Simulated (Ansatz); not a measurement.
Consider the ligand exchange at the Si–O bond: `O[Si@H](Cl)[Si@@H](O)F` + HCl → `O[Si@H](Cl)[Si@H](F)Cl` + H₂O.

Isolated molecules relaxed with PBE0-D4/def2-TZVP in Ansatz; ΔE leaves out vibrations. CBS: MP2 limit from def2 TZ/QZ plus the TZ coupled-cluster correction, frozen cores. This one scheme is used for every species. DFT in def2-TZVPP. B3LYP here is the variant with VWN-RPA as its local correlation; programs differ in this. One conformer a species, not always the lowest.

Q: Is it downhill or uphill in electronic energy at CCSD(T)/CBS, and by how much? (Estimate.)

A: Computed: Uphill: ΔE = +0.04 eV.

Q: What do these levels give: B3LYP-D4, ωB97X-V, B2PLYP, r2SCAN, CCSD(T)/def2-TZVPP, SCS-MP2/def2-QZVPP? (Estimate.)

A: Ansatz gave: B3LYP-D4 0.07, ωB97X-V 0.07, B2PLYP 0.09, r2SCAN 0.06, CCSD(T)/def2-TZVPP 0.09, SCS-MP2/def2-QZVPP 0.05 eV.

Largest T1 diagnostic among the species: 0.012.
